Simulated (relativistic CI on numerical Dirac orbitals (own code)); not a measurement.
**What each ingredient does to the levels of Ag¹⁵⁺**

Base calculation: Dirac-Coulomb-Breit CI, KLI orbitals optimised for each configuration, a model potential for QED, unscaled Slater integrals.

Configurations in the expansion (outside the closed core [Ar] 3d10): 4s2.4p2, 4s.4p3, 4p4, 4s2.4p.4d, 4s.4p2.4d, 4s2.4p.4f, 4s.4p2.4f, 4p3.4d, 4s.4p.4d2, 4s2.4p.5s, 4s2.4d.4f, 4s2.4d2, 4s.4d3, 4s.4d2.4f, 4p2.4d2, 4p.4d3, 4p.4d2.4f, 4p.4d2.5s, 4s2.4f2, 4s.4d.4f2, 4s.4f3, 4p2.4f2, 4p.4d.4f2, 4p.4f3, 4p.4f2.5s, 4s2.4d.5s, 4s.4d2.5s, 4s.4d.4f.5s. Double excitations out of closed p, d and f shells are left out; levels of such configurations are missing from the list, as are those of other unlisted configurations, and high levels can miss mixing partners.

The lowest level and the first level of each name with at least 55 % of one term (blank where a level has no safe partner in the second run):

| Level | Base (cm⁻¹) | Shift (cm⁻¹) |
| --- | --- | --- |
| 4s2.4p2 3P_0 | 0 | 0 |
| 4s2.4p2 3P_1 | 42226 | -42226 |
| 4s2.4p2 3P_2 | 56830 | -56830 |
| 4s2.4p2 1D_2 | 111636 | -85591 |
| 4s2.4p2 1S_0 | 151754 | -85684 |
| 4s.4p3 5S°_2 | 303559 | -98675 |
| 4s.4p3 3D°_1 | 367907 | -90675 |
| 4s.4p3 3D°_2 | 373832 | -96600 |
| 4s.4p3 3D°_3 | 390352 | -113120 |
| 4s.4p3 3P°_0 | 425475 | -112957 |
| 4s.4p3 3P°_1 | 431985 | -119467 |
| 4s.4p3 3S°_1 | 493012 | -98669 |
| 4s2.4p.4d 3F°_2 | 548352 | -56104 |
| 4s2.4p.4d 3F°_3 | 570622 | -78375 |

At this charge energies of transitions that change n are usually good to better than 1 %, and those within a shell (Δn = 0) to a few per cent.

(1) One thing was changed in a second run, which moved the levels as shown. Which?
A. QED terms removed
B. configuration mixing switched off
C. non-relativistic limit
D. Breit term removed

## Answers

(1) C. Non-relativistic limit. Without relativity the fine structure collapses and s electrons lose their extra binding.

LS names give the leading component of a level, which can be under half, so a name can repeat, a term be missing and a line seem to break the LS rules.
